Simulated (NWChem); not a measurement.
System: C$_{2}$HF$_{3}$Si; SMILES C#C[Si](F)(F)F

Input file for NWChem:

```
start job
memory heap 200 mb stack 900 mb global 1100 mb
geometry units angstroms noautosym nocenter noautoz
  C      0.000000     0.000000     2.693442
  C      0.000000     0.000000     1.478718
  Si     0.000000     0.000000    -0.319747
  F      1.345562    -0.639704    -0.893021
  F     -0.118781     1.485143    -0.893021
  F     -1.226781    -0.845439    -0.893021
  H      0.000000     0.000000     3.770235
end
basis spherical
  C library def2-tzvpp
  Si library def2-tzvpp
  F library def2-tzvpp
  H library def2-tzvpp
end
dft
  xc b3lyp
  iterations 150
  semidirect filesize 400000000
end
cosmo
  do_cosmo_smd true
  solvent water
end
task dft energy
```

Coordinates come from a PBE0/def2-SVP optimisation. Solvent: water.

Solvent water, SMD (1 M gas to 1 M solution), gas-phase geometry. Reactions with the solvent are ignored.

Question: Predict the main results of this run. (B3LYP/def2-TZVPP, SMD on the gas-phase geometry.) Quantities: basis functions; solvation free energy (kcal/mol); cavity-dispersion-structure term (kcal/mol); dipole in solution (D).

Answer: The number of basis functions is 211, the solvation free energy (kcal/mol) is 1.1 and the cavity-dispersion-structure term (kcal/mol) comes out as 5.6. The dipole in solution (D) comes out as 3.45.
